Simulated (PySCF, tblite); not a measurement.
A set of runs on `C[NH2+][BH2-]n1cccc1`; the geometry of each is named by its level. Settings lines and outputs come from a driver script.

Compound: C₅H₁₁BN₂.
Bonds: C1–N2, N2–B3, B3–N4, N4–C5 (aromatic), C5–C6 (aromatic), C6–C7 (aromatic), C7–C8 (aromatic), N4–C8 (aromatic). Hydrogens: H9, H10, H11 on C1; H12, H13 on N2; H14, H15 on B3; H16 on C5; H17 on C6; H18 on C7; H19 on C8.

Step 1: GFN2-xTB geometry optimisation, gas phase (tblite 0.8.0) (from a force-field or distance-geometry start)
```json
{"job": {"kind": "relax", "xc": "GFN2-xTB", "basis": "xTB"}, "charge": 0, "multiplicity": 1}
```
```
step      E/eV     max force
  0    -636.56411    2.330
  1    -636.74167    1.113
  2    -636.80329    0.590
...
109    -637.06638    0.018
110    -637.06644    0.020
111    -637.06650    0.017
112    -637.06654    0.010
113    -637.06656    0.009
```

Energy lowered by 11.6 kcal/mol over 113 steps; largest atomic force 0.009 eV/Å at the end. «max force» is the largest atomic force in eV/Å.

On an Intel Xeon at 2.50 GHz with one thread, no GPU, shared host with 64 logical CPUs at a one-minute load of 11, this took 2.1 s.

Step 2: GFN2-xTB harmonic vibrations, gas phase (tblite 0.8.0) (on the GFN2-xTB geometry)
```json
{"job": {"kind": "ir", "xc": "GFN2-xTB", "basis": "xTB"}, "charge": 0, "multiplicity": 1}
```
```
(table of modes left out)
```

51 modes from 55 to 3380 cm⁻¹ (unscaled, harmonic); zero-point energy 100.2 kcal/mol; all wavenumbers are real at this level.

On an Intel Xeon at 2.50 GHz with one thread, shared host with 64 logical CPUs at a one-minute load of 11, this took 2.0 s wall, 1.7 s CPU.

Step 3: TDDFT CAM-B3LYP/def2-SVPD, vertical, gas phase, core orbitals frozen in the response (PySCF 2.14.0, density-fitted response routines) (on the GFN2-xTB geometry)
```json
{"job": {"kind": "uv", "xc": "CAM-B3LYP", "basis": "def2-SVPD", "nstates": 8, "ntriplets": 3}, "charge": 0, "multiplicity": 1}
```
```
...
Static polarisability (au): isotropic 88.481, principal 72.360 89.106 103.978
Singlet excitations
state   eV       nm        f      main configurations
  1   5.2647    235.5   0.01030   H->L 0.84, H->L+2 0.08
  2   5.9971    206.7   0.03864   H->L+1 0.33, H-1->L 0.25, H->L+2 0.15
  3   6.0302    205.6   0.03425   H-1->L 0.59, H->L+1 0.24
  4   6.1775    200.7   0.03994   H->L+3 0.38, H->L+2 0.30, H->L+4 0.17
  5   6.3483    195.3   0.01621   H->L+3 0.30, H->L+2 0.29, H->L+1 0.15
  6   6.5075    190.5   0.06842   H-1->L+1 0.25, H-1->L+2 0.15, H-1->L+4 0.13
  7   6.8260    181.6   0.01967   H->L+4 0.28, H->L+6 0.21, H->L+5 0.13
  8   6.9342    178.8   0.02934   H-1->L+3 0.28, H->L+4 0.20, H-1->L+4 0.12
Triplet excitations (Tamm-Dancoff, eV): 4.3794 5.2004 5.3664
```

HOMO -6.89 eV, LUMO 0.57 eV; lowest singlet 5.26 eV; lowest triplet 4.38 eV (Tamm–Dancoff); mean polarisability 88.5 au.

The run took 1.9 min on an Arm Neoverse N1 with one thread, no GPU, shared host with 64 logical CPUs at a one-minute load of 60, and the process peaked at 1.2 GiB of memory.

Geometry of the electronic-property runs (GFN2-xTB):
```
atom  x, y, z in Å
C1     2.044    0.802   -0.311
N2     1.731   -0.625   -0.248
B3     0.596   -1.033    0.909
N4    -0.671   -0.387    0.423
C5    -1.469   -0.858   -0.573
C6    -2.466    0.043   -0.834
C7    -2.271    1.124    0.047
C8    -1.165    0.824    0.795
H9     1.120    1.355   -0.470
H10    2.747    1.031   -1.114
H11    2.469    1.113    0.640
H12    1.328   -0.935   -1.130
H13    2.568   -1.170   -0.062
H14    0.548   -2.221    0.869
H15    0.984   -0.578    1.932
H16   -1.281   -1.816   -1.021
H17   -3.247   -0.056   -1.565
H18   -2.874    2.009    0.122
H19   -0.699    1.386    1.582
```

 (This holds for the electronic-property runs.)

One conformer stands for the species.
